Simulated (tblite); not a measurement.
Ge2H10OSi2.
Atom-mapped SMILES: `[SiH3:1][O:2][GeH2:3][GeH2:4][SiH3:5]` (hydrogens: H6, H7, H8 on Si1; H9, H10 on Ge3; H11, H12 on Ge4; H13, H14, H15 on Si5)

Computed with GFN2-xTB (tblite), gas phase: L-BFGS steps from a force-field or distance-geometry start until the largest atomic force falls under 0.01 eV/Å.

Step 0: E = -450.1965 eV
```
atom  x, y, z in Å  |  force x, y, z in eV/Å
Si1     2.2819   -0.6978   -0.4531   -0.441   1.005  -0.981
O2      1.4859    0.7814   -0.8852    1.063  -1.799   1.274
Ge3     0.7462    1.3794    0.6379   -0.845   0.458   0.472
Ge4    -1.1915    0.0777    1.1692    0.132  -0.163   0.184
Si5    -2.3279   -0.4203   -0.7677   -0.241  -0.012  -0.406
H6      3.2587   -0.4620    0.6082   -0.021   0.075   0.039
H7      2.9711   -1.2210   -1.6371   -0.229   0.348   0.006
H8      1.2883   -1.6844   -0.0080   -0.041   0.100   0.009
H9      1.7512    1.3596    1.8138    0.140   0.223  -0.383
H10     0.2783    2.8460    0.4120    0.453  -0.229  -0.159
H11    -0.7403   -1.2545    1.8442   -0.248   0.533   0.122
H12    -2.1128    0.8570    2.1462    0.453  -0.362  -0.050
H13    -2.7601    0.8351   -1.4055   -0.013  -0.158  -0.002
H14    -3.4989   -1.2453   -0.4681   -0.057  -0.028  -0.111
H15    -1.4345   -1.1429   -1.6803   -0.107   0.010  -0.011
```

Step 1: E = -450.3295 eV
```
atom  x, y, z in Å  |  force x, y, z in eV/Å
Si1     2.2756   -0.6834   -0.4671   -0.157   0.445  -0.443
O2      1.5011    0.7557   -0.8670    0.668  -1.130   1.049
Ge3     0.7341    1.3860    0.6446   -0.627   0.265   0.489
Ge4    -1.1896    0.0754    1.1718    0.012  -0.191   0.033
Si5    -2.3314   -0.4205   -0.7735   -0.150  -0.041  -0.246
H6      3.2584   -0.4609    0.6087   -0.129   0.029  -0.096
H7      2.9679   -1.2160   -1.6370   -0.182   0.318  -0.100
H8      1.2877   -1.6829   -0.0079    0.037   0.160  -0.036
H9      1.7532    1.3628    1.8084    0.101   0.229  -0.385
H10     0.2848    2.8427    0.4097    0.416  -0.118  -0.205
H11    -0.7438   -1.2469    1.8459   -0.207   0.476   0.150
H12    -2.1063    0.8518    2.1455    0.420  -0.321  -0.015
H13    -2.7603    0.8329   -1.4055   -0.042  -0.079  -0.045
H14    -3.4997   -1.2457   -0.4697   -0.074  -0.035  -0.108
H15    -1.4360   -1.1428   -1.6805   -0.086  -0.006  -0.042
```

Step 2: E = -450.4284 eV
```
atom  x, y, z in Å  |  force x, y, z in eV/Å
Si1     2.2668   -0.6598   -0.4906    0.958  -1.761   0.710
O2      1.5346    0.6990   -0.8162   -0.816   1.458   0.307
Ge3     0.7034    1.3994    0.6678   -0.126  -0.150   0.410
Ge4    -1.1885    0.0664    1.1741   -0.219  -0.172  -0.247
Si5    -2.3389   -0.4223   -0.7859   -0.016  -0.087   0.004
H6      3.2528   -0.4593    0.6048   -0.164  -0.054  -0.189
H7      2.9590   -1.2008   -1.6413   -0.071   0.232  -0.313
H8      1.2891   -1.6756   -0.0094    0.102   0.149  -0.079
H9      1.7581    1.3736    1.7901    0.044   0.232  -0.314
H10     0.3048    2.8366    0.4002    0.316   0.135  -0.291
H11    -0.7539   -1.2241    1.8529   -0.086   0.263   0.238
H12    -2.0862    0.8364    2.1446    0.308  -0.207   0.074
H13    -2.7621    0.8287   -1.4075   -0.088   0.052  -0.109
H14    -3.5032   -1.2474   -0.4748   -0.104  -0.047  -0.097
H15    -1.4402   -1.1430   -1.6823   -0.037  -0.044  -0.104
```

Q: Estimate the geometry and energy of step 3. (The exact step hangs on the optimiser's Hessian estimate; all steps are aligned on step 2, rigid shifts and turns removed.)

A: E = -450.4844 eV, largest force 0.742 eV/Å
```
atom  x, y, z in Å  |  force x, y, z in eV/Å
Si1     2.2759   -0.6767   -0.4843    0.297  -0.560   0.386
O2      1.5264    0.7137   -0.8141   -0.219   0.347   0.554
Ge3     0.7025    1.3981    0.6710   -0.135  -0.087   0.322
Ge4    -1.1904    0.0651    1.1720   -0.191  -0.133  -0.207
Si5    -2.3391   -0.4230   -0.7860   -0.040  -0.066  -0.030
H6      3.2517   -0.4597    0.6035   -0.077  -0.050  -0.102
H7      2.9584   -1.1989   -1.6440   -0.031   0.194  -0.363
H8      1.2898   -1.6746   -0.0100    0.049   0.070  -0.048
H9      1.7585    1.3755    1.7876    0.056   0.226  -0.268
H10     0.3074    2.8378    0.3977    0.307   0.091  -0.259
H11    -0.7545   -1.2220    1.8550   -0.087   0.242   0.236
H12    -2.0837    0.8347    2.1453    0.290  -0.210   0.074
H13    -2.7628    0.8291   -1.4084   -0.078   0.025  -0.095
H14    -3.5040   -1.2478   -0.4756   -0.101  -0.047  -0.099
H15    -1.4405   -1.1434   -1.6832   -0.039  -0.044  -0.100
```

The energy changes by -0.0560 eV. The first-order estimate −F·Δx gives -0.0823 eV and the mean of the old and new forces, exact on a quadratic surface, -0.0572 eV. The step makes an angle of 4° with the force vector and moves no atom by more than 0.020 Å.

What follows is the cost of the whole relaxation. The run took 0.96 s of wall time on one thread, Arm Neoverse V1 (aarch64), shared host with 32 logical CPUs at a one-minute load of 29.
